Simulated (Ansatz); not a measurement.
`C[SiH](F)[SiH2]O` and `C[SiH](F)PN` differ in one atom or group.

Ansatz, PBE0-D4/def2-TZVP geometries, multiplicity 1. Each molecule was computed in one conformer, which needn't be the lowest.

```tsv
property	`C[SiH](F)[SiH2]O`
LUMO energy (ωB97M-V/def2-TZVPP) / eV	1.02
size of the dipole moment (B3LYP/def2-TZVPP) / D	0.71
HOMO–LUMO gap (B3LYP/def2-TZVPP) / eV	6.55
LUMO energy (PBE/def2-TZVPP) / eV	-1.55
size of the dipole moment (PBE/def2-TZVPP) / D	0.74
HOMO–LUMO gap (ωB97M-V/def2-TZVPP) / eV	10.72
```

(1) What does the change do to each property? (Estimate.)

Results:

(1) Ansatz gave: 
```csv
property,`C[SiH](F)PN`,shift
LUMO energy (ωB97M-V/def2-TZVPP) / eV,1.48,0.46
size of the dipole moment (B3LYP/def2-TZVPP) / D,0.88,0.17
HOMO–LUMO gap (B3LYP/def2-TZVPP) / eV,6.34,-0.21
LUMO energy (PBE/def2-TZVPP) / eV,-1.16,0.39
size of the dipole moment (PBE/def2-TZVPP) / D,0.86,0.12
HOMO–LUMO gap (ωB97M-V/def2-TZVPP) / eV,10.66,-0.06
```

With PBE0 the HOMO rises by 0.57 eV and the LUMO rises by 0.41 eV, so the gap narrows by about 0.16 eV. PBE moves the HOMO by 0.47 eV and ωB97M-V by 0.51 eV. Dipoles are sizes alone; their direction can turn.

B3LYP here is the variant with VWN-RPA as its local correlation; programs differ in this.
